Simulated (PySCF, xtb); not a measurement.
Ta(O)(OH)3 (H3O4Ta), SMILES [OH][Ta]([OH])(=[O])[OH], multiplicity 1. Other conformers were not sampled.

Harmonic wavenumbers (cm⁻¹) from GFN2-xTB in xtb 6.7.1 at its own minimum, in rising order: 115, 115, 160, 160, 161, 331, 342, 342, 363, 396, 396, 503, 531, 531, 771, 3629, 3629, 3634.

What does PBE-D3(BJ)/def2-SVP run with PySCF 2.14.0 give at its own minimum? (An estimate is asked for; the answer gives what the named calculation found.)

173, 173, 180, 200, 200, 308, 318, 318, 493, 493, 493, 693, 698, 698, 957, 3789, 3790, 3795. Paired by order, the mean absolute difference is 100 cm⁻¹ and the zero-point energies are 23.0 and 25.4 kcal/mol.
